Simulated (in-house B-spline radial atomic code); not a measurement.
Hf⁴⁺. Computed with a B-spline radial atomic code. Model: all-electron spherical atom, spin shells full or empty, radial basis limit, no spin-orbit coupling, Breit or QED, empty-state partial waves extrapolated as (l+1/2)^-4, RPA, G0W0 and static COHSEX of the highest shell as one setting changes (uncorrelated shells keep exact exchange).

Without the two-electron picture change, core correlation of heavy ions comes too large.

Given: element Hf; charge 4; filled core Xe; hamiltonian one-electron scalar X2C; mean-field start r2SCAN; highest l of empty states 9; nuclear rms radius 5.347 fm; highest mean-field shell 4f.

Shell: 4f 7 7 (electrons up and down).

| lowest nl shells left uncorrelated | RPA correlation energy (hartree) | G0W0 level (eV) | G0W0 minus most complete (meV) | COHSEX level (eV) | linearised minus solved G0W0 (meV) |
| --- | --- | --- | --- | --- | --- |
| 0 | -6.2888 | -68.976 | 0 | -75.938 | -95.8 |
| 1 | -6.0718 | -68.976 | 0 | -75.938 | -95.8 |
| 2 | -5.8642 | -68.975 | 0.6 | -75.937 | -95.8 |
| 3 | -5.2644 | -68.973 | 2.2 | -75.935 | -95.8 |
| 4 | ? | ? | ? | ? | ? |
| 5 | ? | ? | ? | ? | ? |
| 6 | -3.4923 | -68.881 | 94.7 | -76.078 | -94.1 |
| 7 | -3.3032 | -68.861 | 114.5 | -76.016 | -93.8 |
| 8 | -2.7358 | -68.822 | 153.3 | -75.863 | -93.4 |
| 9 | -1.7488 | -69.235 | -259.4 | -76.322 | -105.6 |
| 10 | -1.5646 | -69.379 | -403.5 | -76.272 | -111.5 |
| 11 | -0.98148 | -70.23 | -1254.1 | -75.987 | -120.7 |

Question: What follows for lowest nl shells left uncorrelated = 4?

Answer: RPA correlation energy -5.0692 hartree; G0W0 level -68.964 eV; G0W0 minus most complete 11.7 meV; COHSEX level -75.924 eV; linearised minus solved G0W0 -95.6 meV.

Question: What follows for lowest nl shells left uncorrelated = 5?

Answer: RPA correlation energy -4.472 hartree; G0W0 level -68.928 eV; G0W0 minus most complete 47.9 meV; COHSEX level -75.922 eV; linearised minus solved G0W0 -95 meV.
